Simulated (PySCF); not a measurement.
Electron correlation in Br⁺ (bromine, charge +1)

[Ar] 3d10 4s2 4p4, high-spin 3P determinant. Calculation: PySCF 2.14, in def2-TZVP; no relativity, point nucleus. Frozen: [Ar] 3d10; 6 electrons correlated.

MP2 pair energies summed by pair of shells (mhartree):

```
 pair  energy  share (%)
4s-4p  -48.42       46.4
4p-4p  -47.65       45.7
4s-4s   -8.29        7.9
```

Total MP2 correlation energy: -104.36 mhartree.

Same-spin part -23.42 and opposite-spin part -80.94 mhartree; SCS-MP2 scales them by 1/3 and 6/5 to -104.93 mhartree.

```
  level  correlation energy (mhartree)
   CCSD                        -123.97
    (T)                          -3.33
CCSD(T)                        -127.30
```

Diagnostics: T1 = 0.0074, D1 = 0.0234, largest double amplitude 0.046.

Q: Is a single reference adequate?

A: Yes, within this model without spin-orbit coupling: T1 lies below 0.03 and no double amplitude reaches 0.07.
